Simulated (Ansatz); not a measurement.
## Which method gave which barrier?

Saddle point of SiH7O2F, closed shell (SiH₄O ([OH][SiH3]) + H₂O + HF → SiH₃OF ([OH][SiH2][F]) + H₂O + H₂; bonds formed: Si1–F7, H2–H8, H6–O9; bonds broken: Si1–H2, H6–F7, H8–O9), PBE0-D4/def2-TZVP structure:

Si1  (-0.515, 0.558, -0.781)
H2  (0.526, -0.716, -0.834)
H3  (-0.564, 0.364, -2.267)
H4  (-1.829, 0.025, -0.331)
O5  (-0.169, 2.167, -0.859)
H6  (0.537, -0.593, 1.410)
F7  (0.004, 0.613, 1.006)
H8  (0.745, -1.251, 0.050)
O9  (0.943, -1.526, 1.169)
H10  (-0.011, 2.578, -0.006)
H11  (0.331, -2.219, 1.443)
(Å)

Program: Ansatz 0.2.0. Basis: def2-TZVPP, with def2-QZVPP for the basis limit. Cores are frozen in the correlated methods. B3LYP uses VWN-RPA correlation. Extrapolation: Hartree–Fock as exp(−7.88 √X), correlation as X^−2.97. Four methods, as single points on the PBE0-D4 structures, gave these electronic barriers from the start structure: 1.045, 1.335, 1.443, 2.095 eV.

Q: The methods were, in alphabetical order, B3LYP-D4, CCSD(T), HF, PBE-D4. Which gave which? (Judge from chemistry; the calculation decides.)

A: Computed: PBE-D4 1.045; B3LYP-D4 1.335; CCSD(T) 1.443; HF 2.095 eV. For comparison, CCSD(T) at an estimated basis limit (MP2 extrapolated from triple and quadruple zeta, plus CCSD(T) − MP2 in triple zeta) gives 1.426 eV.

The T1 diagnostic stays at or below 0.012.

Labels in which every atom is bracketed show which atoms are joined, not bond orders.

For scale, one of the runs: CCSD(T)/def2-TZVPP, 233 basis functions, launched by `ansatz run in.yaml --threads 4 --pin off --events-out ev --progress --plain --max-ram 9574MiB`. The run took 30 s on 4 CPU threads of an Intel Xeon 6975P-C (shared host), with 4.7 GiB of host memory at its peak.
